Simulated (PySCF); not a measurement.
**Structure from 2D NMR**

Compound of formula C4H11NSi. Correlations simulated from computed shifts and the bond graph:

HSQC (one-bond C–H):
```csv
δH,δC
2.70,44.4
0.83,0.3
0.29,0.3
```

COSY cross peaks (H two or three bonds apart, from the bond graph; peaks can be absent where the dihedral angle is near 90°):
```csv
δH,δH
4.06,0.83
4.06,0.29
0.83,0.29
```

HMBC (two and three bonds, from the bond graph):
```csv
δH,δC
4.06,"44.4, 0.3"
2.70,44.4
0.83,0.3
0.29,0.3
```

[PySCF: σ from GIAO-PBE0/pcSseg-1; GFN2-xTB geometry; single conformer; averaged over atoms made equivalent by symmetry, fast rotation or ring inversion; relativity neglected; isolated molecule]

δ = σ(ref) − σ, references computed at the same level: ¹H (σ = 31.72 ppm), ¹³C (σ = 186.93 ppm) vs TMS.

Exchangeable hydrogens are left out of these lists.

Assemble the structure.

Results:

SMILES CN(C)[SiH]1CC1.

Mapped SMILES: `[CH3:1][N:2]([CH3:3])[SiH:4]1[CH2:5][CH2:6]1` (H(Xn): hydrogen on atom n). Ha(C5), Ha(C6) are cis to N2 on the ring; Hb(C5), Hb(C6) are trans to N2 on the ring.

δC 44.4 is C1/C3, a methyl carbon bonded to N (δH 2.70). δC 0.3 is C5/C6, a three-membered-ring carbon (δH 0.29, 0.83). COSY links 4.06–0.83, 4.06–0.29, 0.83–0.29.

The shifts were computed for this structure.

Shifts are as computed. Against solution values, carbons near 30 ppm lie about +3 ppm off and those near 130 ppm about +5 ppm. Of 1211 compounds with measured shifts, 218 miss one by over three times the rms of a fit or turn the order of signals round; such compounds aren't used in these exercises.
